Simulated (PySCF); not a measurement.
C3H7O, SMILES CC(C)=[OH+], charge +1. Geometry optimised at PBE-D3(BJ)/def2-SVP. The isomer is the one that the SMILES or the coordinates give; other isomers of the formula were not compared.

Give the equilibrium geometry at PBE-D3(BJ)/def2-SVP (PySCF confirms it by a frequency run) as a Z-matrix. (Estimate from the structure and the level; the computed values follow.)


```
C
O 1 1.2871
H 2 0.9888 1 113.49
C 1 1.4692 2 115.71 3 177.83
H 4 1.1054 1 112.10 2 18.05
H 4 1.1081 5 112.39 1 -126.34
H 4 1.1179 5 108.08 6 -116.19
C 1 1.4736 2 121.45 3 -2.35
H 8 1.1072 1 113.81 2 14.78
H 8 1.1097 9 110.77 1 -125.46
H 8 1.1167 9 108.68 10 -115.07
```
Charge +1, spin multiplicity 1.
